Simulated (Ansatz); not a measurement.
Isolated molecules relaxed with PBE0-D4/def2-TZVP in Ansatz; ΔE leaves out vibrations. CCSD(T)/CBS adds triple-zeta CCSD(T) − MP2 to the extrapolated MP2 energy (def2 sets, frozen cores). DFT in def2-TZVPP. B3LYP here is the variant with VWN-RPA as its local correlation; programs differ in this. def2 core potentials past Kr. For Sb outer-core shells are correlated without core-valence functions, which leaves a few kJ/mol of doubt a bond. Each species was taken in one conformer, which may not be the lowest.

Reaction (cleavage of the Si–B bond): `NB([SiH3])CF` + `[NH2][SbH2]` → `[SiH3][NH][SbH2]` + `NBCF`

`NB([SiH3])CF`:

Z-matrix (Å, degrees):
```
Si
B 1 2.024
H 1 1.491 2 111.6
H 1 1.491 2 111.6 3 -119.6
H 1 1.492 2 111.1 3 120.2
C 2 1.577 1 121.5 3 59.9
N 2 1.384 1 120.8 3 -120.1
F 6 1.399 2 112.3 1 180.0
H 6 1.097 2 111.4 1 59.4
H 6 1.097 2 111.4 1 -59.5
H 7 1.005 2 124.4 1 0.0
H 7 1.009 2 121.1 1 180.0
```

`[NH2][SbH2]`:

Z-matrix (Å, degrees):
```
N
Sb 1 2.036
H 1 1.012 2 114.0
H 1 1.012 2 111.2 3 122.4
H 2 1.710 1 93.5 3 63.2
H 2 1.724 1 99.5 3 -27.6
```

`[SiH3][NH][SbH2]`:

```xyz
9

Si   -0.633   -0.692    0.783
N     0.782   -0.480   -0.172
Sb    1.198    1.116   -1.351
H    -0.747    0.281    1.909
H    -0.627   -2.065    1.357
H    -1.827   -0.504   -0.082
H     1.605   -1.005    0.078
H     0.530    2.311   -0.311
H    -0.281    1.038   -2.212
```

`NBCF`:

Cartesian coordinates in Å:
```
N -0.219 -1.355 0.336
B -0.610 -0.034 0.223
C 0.404 1.027 -0.340
F 1.639 0.460 -0.671
H -0.810 -2.088 0.687
H 0.704 -1.654 0.065
H -1.712 0.304 0.552
H 0.011 1.515 -1.241
H 0.592 1.826 0.389
```

Problem. Is it downhill or uphill in electronic energy at CCSD(T)/CBS, and by how much? (An estimate is asked.)

Solution. The calculation gave: Downhill: ΔE = -17.8 kcal/mol.

Problem. What do these levels give: PBE-D4, PBE0-D4, ωB97M-V, B2PLYP, PBE, PBE0, B3LYP, MP2/def2-TZVPP, CCSD/def2-TZVPP, MP2/def2-QZVPP, MP2/CBS(def2), CCSD/CBS(def2)? (Best estimate.)

Solution. Computed: PBE-D4 -13.0, PBE0-D4 -14.8, ωB97M-V -17.9, B2PLYP -18.1, PBE -12.7, PBE0 -14.5, B3LYP -16.9, MP2/def2-TZVPP -19.5, CCSD/def2-TZVPP -18.0, MP2/def2-QZVPP -19.9, MP2/CBS(def2) -19.9, CCSD/CBS(def2) -18.4 kcal/mol.

Largest T1 diagnostic among the species: 0.013.

In def2-TZVPP, CCSD(T) changes the Hartree–Fock value by +4.3 kcal/mol (the triples alone add +0.6 kcal/mol) and MP2 by +2.2 kcal/mol. From PBE to PBE0 (25 % exact exchange), in def2-TZVPP and without D4, ΔE moves by −1.9 kcal/mol.
